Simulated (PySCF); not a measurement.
## How methods differ on the fine-structure interval of Co¹⁴⁺

Co¹⁴⁺ [Ne] 3s2 3p1 [3p1/2^1, M_J = 1/2] → Co¹⁴⁺ [Ne] 3s2 3p1 [3p3/2^1, M_J = 3/2], as a difference of total energies. All numbers are calculated (PySCF 2.14, the two-component X2C-1e Hamiltonian, in an even-tempered Gaussian basis (19 s from 1.2 bohr⁻², ratio 2.4; 13 p from 1.5 bohr⁻², ratio 2.4; 5 d from 6.1 bohr⁻², ratio 2.6; 4 f from 9.2 bohr⁻², ratio 2.6)). Correlated levels: 1s2 frozen; the 50 highest virtual spinors dropped. "Screened" scales the spin-orbit matrix elements by Boettger's factors to mimic the two-electron term; Breit and QED terms are absent.

```
                    method  fine-structure interval (cm⁻¹)
 GHF (screened spin-orbit)                           25370
GMP2 (screened spin-orbit)                           24118
     GHF (bare spin-orbit)                           27329
```
